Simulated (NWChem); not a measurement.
System: C3H8Si; SMILES C=CC[SiH3]

NWChem input:

```
start job
memory heap 200 mb stack 900 mb global 1100 mb
geometry units angstroms noautosym nocenter noautoz
  Si     0.222538    -1.539524    -0.001262
  C     -0.807304     0.041452    -0.197609
  C     -0.160848     1.227474     0.440022
  C      0.424322     2.239493    -0.205790
  H     -0.523084    -2.711935    -0.557547
  H      1.523536    -1.405100    -0.724005
  H      0.501728    -1.796557     1.445831
  H     -1.794868    -0.157813     0.254454
  H     -0.971547     0.208823    -1.275196
  H     -0.152192     1.234982     1.538059
  H      0.448987     2.285004    -1.299710
  H      0.898697     3.060898     0.337014
end
basis spherical
  * library 6-31g*
end
dft
  xc hfexch
  iterations 150
  mulliken
end
task dft energy
esp
  recalculate
  probe 0.07
  range 0.3
  factor 1.0
  spacing 0.02
end
task esp
```

Parts of the log:

```
             Northwest Computational Chemistry Package (NWChem) 7.3.0
             --------------------------------------------------------

                             Geometry "geometry" -> ""
                             -------------------------

 Output coordinates in angstroms (scale by  1.889725989 to convert to a.u.)

  No.       Tag          Charge          X              Y              Z
 ---- ---------------- ---------- -------------- -------------- --------------
    1 Si                  14.0000     0.22253800    -1.53952400    -0.00126200
    2 C                    6.0000    -0.80730400     0.04145200    -0.19760900
    3 C                    6.0000    -0.16084800     1.22747400     0.44002200
    4 C                    6.0000     0.42432200     2.23949300    -0.20579000
    5 H                    1.0000    -0.52308400    -2.71193500    -0.55754700
    6 H                    1.0000     1.52353600    -1.40510000    -0.72400500
    7 H                    1.0000     0.50172800    -1.79655700     1.44583100
    8 H                    1.0000    -1.79486800    -0.15781300     0.25445400
    9 H                    1.0000    -0.97154700     0.20882300    -1.27519600
   10 H                    1.0000    -0.15219200     1.23498200     1.53805900
   11 H                    1.0000     0.44898700     2.28500400    -1.29971000
   12 H                    1.0000     0.89869700     3.06089800     0.33701400

 Effective nuclear repulsion energy (a.u.)     152.5964099988

  xc_inp: hfexch multiplicative factor not found.

                                 NWChem DFT Module
                                 -----------------

 Summary of "ao basis" -> "ao basis" (spherical)
 ------------------------------------------------------------------------------
       Tag                 Description            Shells   Functions and Types
 ---------------- ------------------------------  ------  ---------------------
 Si                          6-31g*                  8       18   4s3p1d
 C                           6-31g*                  6       14   3s2p1d
 H                           6-31g*                  2        2   2s

            General Information
            -------------------
          SCF calculation type: DFT
          Wavefunction type:  closed shell.
          No. of atoms     :    12
          No. of electrons :    40
           Alpha electrons :    20
            Beta electrons :    20
          Charge           :     0
          Spin multiplicity:     1
          Use of symmetry is: off; symmetry adaption is: off
          Maximum number of iterations: 150
          AO basis - number of functions:    76
                     number of shells:    42
          Convergence on energy requested:  1.00D-06
          Convergence on density requested:  1.00D-05
          Convergence on gradient requested:  5.00D-04

              XC Information
              --------------
                     Hartree-Fock (Exact) Exchange  1.000

      Superposition of Atomic Density Guess
      -------------------------------------

 Sum of atomic energies:        -405.78393028

      Non-variational initial energy
      ------------------------------

 Total energy =    -408.033737
 1-e energy   =    -858.693346
 2-e energy   =     298.063198
 HOMO         =      -0.278060
 LUMO         =       0.027468

     ---------------------------------------------
      Total Density - Mulliken Population Analysis
     ---------------------------------------------

    Atom       Charge   Shell Charges
 -----------   ------   -------------------------------------------------------
    1 Si  14    13.59   2.00  2.00  5.97  0.98  1.68  0.32  0.52  0.12
    2 C    6     6.72   2.00  0.72  2.02  0.67  1.29  0.03
    3 C    6     6.11   2.00  0.73  1.86  0.53  0.95  0.04
    4 C    6     6.55   2.00  0.74  1.99  0.62  1.17  0.03
    5 H    1     1.06   0.47  0.59
    6 H    1     1.06   0.47  0.59
    7 H    1     1.06   0.47  0.59
    8 H    1     0.74   0.45  0.29
    9 H    1     0.75   0.46  0.30
   10 H    1     0.79   0.47  0.32
   11 H    1     0.78   0.46  0.32
   12 H    1     0.78   0.46  0.31

   convergence    iter        energy       DeltaE   RMS-Dens  Diis-err
 ---------------- ----- ----------------- --------- --------- ---------
 d= 0,ls=0.0,diis     1   -407.0944122665 -5.60D+02  5.51D-03  2.29D-01
 d= 0,ls=0.0,diis     2   -407.1399254987 -4.55D-02  2.13D-03  1.82D-02
 d= 0,ls=0.0,diis     3   -407.1436997000 -3.77D-03  5.98D-04  2.57D-03
 d= 0,ls=0.0,diis     4   -407.1441414859 -4.42D-04  1.48D-04  8.50D-05
 d= 0,ls=0.0,diis     5   -407.1441592243 -1.77D-05  6.39D-05  1.09D-05
  Resetting Diis
 d= 0,ls=0.0,diis     6   -407.1441622751 -3.05D-06  2.36D-05  9.10D-07
 d= 0,ls=0.0,diis     7   -407.1441625633 -2.88D-07  4.69D-06  6.24D-08

         Total DFT energy =     -407.144162563285
      One electron energy =     -862.066193942849
           Coulomb energy =      341.079341174787
    Exchange-Corr. energy =      -38.753719794024
 Nuclear repulsion energy =      152.596409998800

 Numeric. integr. density =        0.000000000000

                       DFT Final Molecular Orbital Analysis
                       ------------------------------------

 Vector   18  Occ=2.000000D+00  E=-4.683765D-01
              MO Center= -6.9D-03, -1.6D+00,  6.4D-02, r^2= 3.5D+00
   Bfn.  Coefficient  Atom+Function         Bfn.  Coefficient  Atom+Function
  ----- ------------  ---------------      ----- ------------  ---------------
    62      0.304597   5 H  s                 7     -0.252078   1 Si px
    66     -0.234511   7 H  s                61      0.230409   5 H  s
     9     -0.215640   1 Si pz               65     -0.179311   7 H  s
     8     -0.117547   1 Si py               21      0.117960   2 C  px
    64     -0.117753   6 H  s                23      0.106921   2 C  pz

 Vector   19  Occ=2.000000D+00  E=-4.671933D-01
              MO Center=  4.7D-01, -1.3D+00,  9.5D-02, r^2= 3.2D+00
   Bfn.  Coefficient  Atom+Function         Bfn.  Coefficient  Atom+Function
  ----- ------------  ---------------      ----- ------------  ---------------
    64     -0.279257   6 H  s                 9      0.271305   1 Si pz
    66      0.261204   7 H  s                63     -0.213486   6 H  s
    65      0.198951   7 H  s                 8     -0.172179   1 Si py
     7     -0.151431   1 Si px               22      0.138104   2 C  py
    23     -0.116118   2 C  pz                5     -0.111161   1 Si pz

 Vector   20  Occ=2.000000D+00  E=-3.455865D-01
              MO Center=  4.0D-02,  1.3D+00,  3.2D-02, r^2= 2.7D+00
   Bfn.  Coefficient  Atom+Function         Bfn.  Coefficient  Atom+Function
  ----- ------------  ---------------      ----- ------------  ---------------
    49      0.320222   4 C  px               53      0.271847   4 C  px
    35      0.268968   3 C  px               39      0.232428   3 C  px
    36     -0.172428   3 C  py               50     -0.172812   4 C  py
     8     -0.161359   1 Si py               54     -0.154002   4 C  py
    40     -0.141836   3 C  py               21     -0.138607   2 C  px

 Vector   21  Occ=0.000000D+00  E= 1.556985D-01
              MO Center=  3.2D-01, -1.3D+00, -5.7D-02, r^2= 6.1D+00
   Bfn.  Coefficient  Atom+Function         Bfn.  Coefficient  Atom+Function
  ----- ------------  ---------------      ----- ------------  ---------------
    11      0.949386   1 Si px               12     -0.903199   1 Si py
    24      0.834758   2 C  s                66     -0.433439   7 H  s
    13      0.406237   1 Si pz               26     -0.371640   2 C  py
    64     -0.303487   6 H  s                39      0.248747   3 C  px
    53     -0.226600   4 C  px               10     -0.214198   1 Si s

[...]

                     NWChem Electrostatic Potential Fit Module
                     -----------------------------------------

 Atom parameters

 Number of atoms is                                   12
 Number of basis functions is                         76

 Grid parameters

 Maximum number of grid points is                  47767
 Number of grid points is                          47766
 Grid range                                     0.300000 nm
 Grid spacing                                   0.020000 nm
 Probe radius                                   0.070000 nm
 Atom radius factor                             1.000000

 Atomic radii

    1    0.100000
    6    0.147000
   14    0.187000
 FASTESP  F
  using M.O. file = ./job.movecs

    Atom              Coordinates                           Charge

                                                  ESP

    1 Si    0.022254   -0.153952   -0.000126    0.507145
    2 C    -0.080730    0.004145   -0.019761    0.015220
    3 C    -0.016085    0.122747    0.044002   -0.043977
    4 C     0.042432    0.223949   -0.020579   -0.471222
    5 H    -0.052308   -0.271194   -0.055755   -0.156109
    6 H     0.152354   -0.140510   -0.072401   -0.150245
    7 H     0.050173   -0.179656    0.144583   -0.150345
    8 H    -0.179487   -0.015781    0.025445   -0.007765
    9 H    -0.097155    0.020882   -0.127520    0.021203
   10 H    -0.015219    0.123498    0.153806    0.090612
   11 H     0.044899    0.228500   -0.129971    0.178778
   12 H     0.089870    0.306090    0.033701    0.166703
                                            ------------
                                               -0.000000

 Dipole moment                                  0.223034

 Quadrupole moment Qxx                         -0.091335
                   Qyy                         -3.412490
                   Qzz                          3.503825

 RMS deviation kJ/mol                           0.058073

 RRMS %                                        54.387766
```

Level: Hartree-Fock/6-31G* (spherical d). The geometry was optimised at PBE0/def2-SVP.
